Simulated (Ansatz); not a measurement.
Start from `[CH3][Al]([OH])[Se][GaH2]` and change one atom or group to get `[CH3][Al]([OH])[SiH2]F`.

Ansatz, PBE0-D4/def2-TZVP geometries, multiplicity 1. Each molecule was computed in one conformer, which needn't be the lowest.

Scalar relativity is left out up to krypton.

```
                                          property  `[CH3][Al]([OH])[Se][GaH2]`
    size of the dipole moment (PBE/def2-TZVPP) / D                         4.38
               LUMO energy (B3LYP/def2-TZVPP) / eV                        -0.87
             HOMO energy (ωB97M-V/def2-TZVPP) / eV                        -8.69
               HOMO–LUMO gap (PBE/def2-TZVPP) / eV                         4.18
size of the dipole moment (ωB97M-V/def2-TZVPP) / D                         4.63
                 HOMO energy (PBE/def2-TZVPP) / eV                        -5.56
```

Question: What does the change do to each property? (An estimate is asked.)

Answer: The calculation gave: 
```
                                          property  `[CH3][Al]([OH])[SiH2]F`  shift
    size of the dipole moment (PBE/def2-TZVPP) / D                      1.13  -3.25
               LUMO energy (B3LYP/def2-TZVPP) / eV                     -1.37  -0.50
             HOMO energy (ωB97M-V/def2-TZVPP) / eV                     -9.38  -0.69
               HOMO–LUMO gap (PBE/def2-TZVPP) / eV                      4.24   0.06
size of the dipole moment (ωB97M-V/def2-TZVPP) / D                      1.20  -3.43
                 HOMO energy (PBE/def2-TZVPP) / eV                     -6.17  -0.61
```

With PBE0 the HOMO falls by 0.73 eV and the LUMO falls by 0.60 eV, so the gap widens by about 0.13 eV. PBE moves the HOMO by -0.61 eV and ωB97M-V by -0.69 eV. Dipoles are sizes alone; their direction can turn.

B3LYP here is the variant with VWN-RPA as its local correlation; programs differ in this.

Spin–orbit coupling is left out; it splits and shifts lone-pair levels of the heavy atoms by tenths of an eV.
